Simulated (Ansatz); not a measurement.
`B[SiH](F)BO` + CH₃OH → `B[SiH](F)OC` + `BO` at 400 K and 1 bar (cleavage of the Si–B bond).

Isolated molecules relaxed with PBE0-D4/def2-TZVP in Ansatz; ΔE leaves out vibrations. CCSD(T)/CBS is the MP2 limit (def2-TZVPP, def2-QZVPP) plus CCSD(T) − MP2 in def2-TZVPP, frozen cores. This one scheme is used for every species. Each species was taken in one conformer, which may not be the lowest.

```csv
species,CCSD(T)/CBS energy (Eh),H − E (kJ/mol),S (J/(mol·K))
`B[SiH](F)BO`,-516.69666,191.2,394.6
CH₃OH,-115.61712,151.2,252.6
`B[SiH](F)OC`,-530.56175,231.0,400.9
`BO`,-101.80414,108.2,244.0
```

H − E and S are ideal-gas, rigid-rotor, harmonic terms from PBE0-D4/def2-TZVP, for one conformer and one mirror image of each species. 1 Eh = 2625.50 kJ/mol, R = 8.31446 J/(mol·K).

**Question.** By hand: ΔE, ΔH, ΔS and ΔG.

**Answer.** ΔE = (-530.56175) + (-101.80414) − (-516.69666) − (-115.61712) = -0.05211 Eh = -136.8 kJ/mol. Δ(H − E) = 231.0 + 108.2 − 191.2 − 151.2 = -3.2, so ΔH = -140.0 kJ/mol. ΔS = 400.9 + 244.0 − 394.6 − 252.6 = -2.3 J/(mol·K). ΔG = -140.0 − 400 × (-2.3)/1000 = -139.1 kJ/mol.

**Question.** By hand: the equilibrium constant, and the temperature at which ΔG would vanish if ΔH and ΔS stayed fixed.

**Answer.** log₁₀ K = −ΔG/(RT ln 10) = 18.2. ΔG = 0 at ΔH/ΔS = 60870 K, far beyond where these terms or the molecules hold.

The number of gas molecules stays the same, so ΔS is small and ΔH decides. A doubt of 5 kJ/mol in ΔE shifts log₁₀ K by 0.7 here. Other conformers and mirror images would add mixing entropy, several J/(mol·K) or more a flexible species. Modes under 60 cm⁻¹, often nearly free rotors, make the harmonic entropy too high. These are equilibria of isolated gas molecules and say nothing of rates. Largest T1 diagnostic: 0.015 (customary marks: 0.02 for closed shells, 0.045 for open ones).
